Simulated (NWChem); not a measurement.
System: BIF2; SMILES FB(F)I

Here is an NWChem input.

```
start job
memory heap 200 mb stack 900 mb global 1100 mb
geometry units angstroms noautoz
  B      0.000000     0.000000     1.313693
  F      0.000000    -1.128651     1.976923
  F      0.000000     1.128651     1.976923
  I      0.000000     0.000000    -0.809351
end
basis spherical
  * library def2-svpd
end
ecp
  I library def2-ecp
end
dft
  xc xpbe96 cpbe96
  iterations 150
  vectors input atomic output neutral.movecs
end
task dft energy
charge 1
dft
  odft
  mult 2
  vectors input atomic output cation.movecs
end
task dft energy
charge -1
dft
  odft
  mult 2
  vectors input atomic output anion.movecs
end
task dft energy
```

NWChem printed, in part:

```
             Northwest Computational Chemistry Package (NWChem) 7.3.0
             --------------------------------------------------------

 C2V symmetry detected

                             Geometry "geometry" -> ""
                             -------------------------

 Output coordinates in angstroms (scale by  1.889725989 to convert to a.u.)

  No.       Tag          Charge          X              Y              Z
 ---- ---------------- ---------- -------------- -------------- --------------
    1 B                    5.0000     0.00000000     0.00000000     1.32346305
    2 F                    9.0000     0.00000000    -1.12865100     1.98669305
    3 F                    9.0000     0.00000000     1.12865100     1.98669305
    4 I                   53.0000     0.00000000     0.00000000    -0.79958095

 Effective nuclear repulsion energy (a.u.)     289.3538093082

      Symmetry information
      --------------------

 Group name             C2v
 Group number             16
 Group order               4
 No. of unique centers     3

 Summary of "ao basis" -> "ao basis" (spherical)
 ------------------------------------------------------------------------------
       Tag                 Description            Shells   Functions and Types
 ---------------- ------------------------------  ------  ---------------------
 B                         def2-svpd                 8       20   4s2p2d
 F                         def2-svpd                 9       23   4s3p2d
 I                         def2-svpd                13       35   5s5p3d

      Symmetry analysis of basis
      --------------------------

        a1         42
        a2         12
        b1         19
        b2         28

            General Information
            -------------------
          SCF calculation type: DFT
          Wavefunction type:  closed shell.
          No. of atoms     :     4
          No. of electrons :    48
           Alpha electrons :    24
            Beta electrons :    24
          Charge           :     0
          Spin multiplicity:     1
          Use of symmetry is: on ; symmetry adaption is: on
          Maximum number of iterations: 150
          AO basis - number of functions:   101
                     number of shells:    39
          Convergence on energy requested:  1.00D-06
          Convergence on density requested:  1.00D-05
          Convergence on gradient requested:  5.00D-04

              XC Information
              --------------
          PerdewBurkeErnzerhof Exchange Functional  1.000
            Perdew 1991 LDA Correlation Functional  1.000 local
           PerdewBurkeErnz. Correlation Functional  1.000 non-local

             Grid Information
             ----------------
          Grid used for XC integration:  medium
          Radial quadrature: Mura-Knowles
          Angular quadrature: Lebedev.
          Tag              B.-S. Rad. Rad. Pts. Rad. Cut. Ang. Pts.
          ---              ---------- --------- --------- ---------
          B                   0.85       49          12.0       434
          F                   0.50       49          12.0       434
          I                   1.40      123          12.0       590
          Grid pruning is: on
          Number of quadrature shells:   221
          Spatial weights used:  Erf1

      Superposition of Atomic Density Guess
      -------------------------------------

 Sum of atomic energies:        -570.22526944

      Non-variational initial energy
      ------------------------------

 Total energy =    -520.668502
 1-e energy   =   -1157.546095
 2-e energy   =     471.138080
 HOMO         =      -0.357548
 LUMO         =       0.033629

      Symmetry analysis of molecular orbitals - initial
      -------------------------------------------------

  Numbering of irreducible representations:

     1 a1          2 a2          3 b1          4 b2

  Orbital symmetries:

     1 a1          2 b2          3 a1          4 a1          5 a1
     6 b2          7 b1          8 a1          9 b2         10 b1
    11 a1         12 a2         13 a1         14 b2         15 a1
    16 a1         17 b2         18 b1         19 a1         20 a2
    21 b2         22 a1         23 b1         24 b2         25 a1
    26 b1         27 a1         28 b2         29 b1         30 a1
    31 a1         32 b2         33 a1         34 a2

   convergence    iter        energy       DeltaE   RMS-Dens  Diis-err
 ---------------- ----- ----------------- --------- --------- ---------
 d= 0,ls=0.0,diis     1   -521.8680927110 -6.88D+02  2.19D-02  9.14D-01
 d= 0,ls=0.0,diis     2   -521.6525798680  2.16D-01  1.20D-02  3.47D+00
 d= 0,ls=0.0,diis     3   -521.9823443345 -3.30D-01  1.78D-03  1.56D-02
 d= 0,ls=0.0,diis     4   -521.9830526316 -7.08D-04  9.54D-04  5.63D-03
 d= 0,ls=0.0,diis     5   -521.9834842339 -4.32D-04  3.34D-04  8.94D-04
  Resetting Diis
 d= 0,ls=0.0,diis     6   -521.9836593612 -1.75D-04  4.36D-05  1.13D-05
 d= 0,ls=0.0,diis     7   -521.9836602637 -9.03D-07  1.37D-05  3.29D-07
 d= 0,ls=0.0,diis     8   -521.9836602693 -5.57D-09  6.29D-06  3.10D-07

         Total DFT energy =     -521.983660269285
      One electron energy =    -1158.822386685969
           Coulomb energy =      518.072866813988
    Exchange-Corr. energy =      -46.973653599321
 Nuclear repulsion energy =      165.739513202016

 Numeric. integr. density =       47.999998909895

                  Occupations of the irreducible representations
                  ----------------------------------------------

                     irrep           alpha         beta
                     --------     --------     --------
                     a1               11.0         11.0
                     a2                2.0          2.0
                     b1                4.0          4.0
                     b2                7.0          7.0

[...]
```

Level: PBE/def2-SVPD with def2 effective core potentials on I, vertical spin-unrestricted ions. The geometry was optimised at PBE0/def2-SVP. def2 effective core potentials on I; no spin-orbit coupling.
